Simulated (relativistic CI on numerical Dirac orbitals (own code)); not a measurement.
# Spin-allowed bands of a d7 ion in a tetrahedral site, by hand

Problem. A d7 ion in a tetrahedral site has a 4A2 ground term and spin-allowed bands at ν1 = 7110 and ν2 = 11349 cm⁻¹ (from a computed ligand-field model). Find Δ and the Racah parameter B, and predict the third band.

Working.
1. The F term splits into A2 (−1.2Δ), T2 (−0.2Δ) and T1 (+0.6Δ), so ν1 = E(T2) − E(A2) = Δ = 7110 cm⁻¹.
2. T1(F) mixes with T1(P), which lies at 15B, through an element 0.4Δ. The two roots, counted from A2, are ν2,3 = ½(15B + 3Δ) ∓ ½√[(15B − Δ)² + 12BΔ].
3. Solving the lower root for B gives B = (2ν1² + ν2² − 3ν1ν2)/(15ν2 − 27ν1) = -12170169/-21735 = 560 cm⁻¹.
4. The sum of the roots is 15B + 3Δ, so ν3 = 15B + 3ν1 − ν2 = 18380 cm⁻¹ (544 nm).

Check. The bands were computed by exact diagonalisation of the d7 shell with B = 560 and Δ = 7110 cm⁻¹, which gives ν3 = 18381 cm⁻¹. C does not enter the terms of highest spin.
